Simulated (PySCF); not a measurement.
Deuteron quadrupole couplings in `C[c+]1cc1[C@H](C)F`

Compound: C₆H₈F (charge +1).
Atom-mapped SMILES: `[CH3:1][c+:2]1[cH:3][c:4]1[C@H:5]([CH3:6])[F:7]` (hydrogens: H8, H9, H10 on C1; H11 on C3; H12 on C5; H13, H14, H15 on C6)

Cartesian coordinates in Å at the GFN2-xTB level; atoms count from 1:
```xyz
15
C6H8F angstrom
C      2.580   -0.209    0.262
C      1.346    0.230   -0.312
C      0.611    1.104   -1.091
C     -0.039    0.056   -0.480
C     -1.244   -0.696   -0.162
C     -2.295    0.184    0.525
F     -0.907   -1.753    0.640
H      3.429    0.042   -0.375
H      2.554   -1.272    0.502
H      2.726    0.331    1.206
H      0.557    1.963   -1.722
H     -1.659   -1.122   -1.092
H     -2.606    0.989   -0.134
H     -3.157   -0.435    0.763
H     -1.901    0.596    1.451
```

Level: PBE0/pcSseg-1 (PySCF, non-relativistic); Q(2H) = 0.00286 b; rigid geometry, the same for H and D, with no vibrational averaging.

Question: Rank these positions by the coupling χzz of a deuteron there, largest first.
A. H15 (methyl hydrogen)
B. H8 (methyl hydrogen)
C. H11 (hydrogen on carbon)
D. H10 (methyl hydrogen)
E. H12 (methine hydrogen)

Answer: C (227 kHz), A (206 kHz), B (199 kHz), D (195 kHz), E (177 kHz).

Question: Tabulate Vzz, the asymmetry η and χzz = 234.96 MHz × Q × Vzz for every hydrogen position.

Answer: 
```csv
atom,bonded to,bond length (Å),Vzz (au),η,χzz (kHz)
H8,C1,1.091,0.2966,0.05,199
H9,C1,1.091,0.2953,0.05,198
H10,C1,1.097,0.2901,0.06,195
H11,C3,1.067,0.3385,0.05,227
H12,C5,1.104,0.2637,0.06,177
H13,C6,1.085,0.3109,0.05,209
H14,C6,1.087,0.3053,0.05,205
H15,C6,1.087,0.3065,0.05,206
```

Question: How does χzz go with the bond length over the 8 C–H bonds?

Answer: A straight-line fit has a slope of -13.2 kHz for each 0.01 Å, with a correlation coefficient of -0.98, over lengths from 1.067 to 1.104 Å. The longer bonds have the smaller couplings here.

Question: Give the 2H NMR doublet splittings at H12 for a magnetic field along the z, y and x axes of the gradient: 3χ/2, 3χ(1 + η)/4, 3χ(1 − η)/4.

Answer: With |χ| = 177.2 kHz and η = 0.060: 266, 141 and 125 kHz, to first order and without motion.

Isolated species at its GFN2-xTB geometry (one conformer only). GFN2-xTB bond lengths can be off by several hundredths of an ångström, more for odd bonds, and the gradients follow them. A larger basis could move these couplings by a tenth or more.
